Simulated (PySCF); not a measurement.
# The halides of tellurium, TeF₂ to TeI₂

Level: PBE0 in the def2-TZVP basis family, computed in PySCF with density fitting; scalar-relativistic core potentials for atoms from Rb on, none lighter, no spin–orbit coupling; open shells unrestricted.

Each entry is the lowest minimum that a search over a few typed start shapes (and spin states, where more than one is plausible) found, or that minimum re-optimised at the stated level; isomers with ligand–ligand bonds, or fragments after loss of a ligand pair, can lie lower.

```
molecule  2S+1  point group  mean bond to Te (Å)  highest ω (cm⁻¹)  polar-tensor charge of Te  atomisation (kJ/mol)  dipole (D)
    TeF₂     1          C2v                1.890               655                       1.08                   706        2.82
   TeCl₂     1          C2v                2.320               392                       0.83                   542        1.90
   TeBr₂     1          C2v                2.478               266                       0.69                   478        1.48
    TeI₂     ?            ?                    ?                 ?                          ?                     ?           ?
```

Question: Fill in the row of TeI₂.

Answer: 2S+1: 1; point group: C2v; mean bond to Te (Å): 2.683; highest ω (cm⁻¹): 208; polar-tensor charge of Te: 0.50; atomisation (kJ/mol): 412; dipole (D): 0.78.

The bond lengthens at every step; the largest change, 0.430 Å, falls between TeF₂ and TeCl₂ among the members listed.

Left out of the table are members whose search was unfinished or whose lowest solution was spin-contaminated, unstable, very soft or bonded differently.
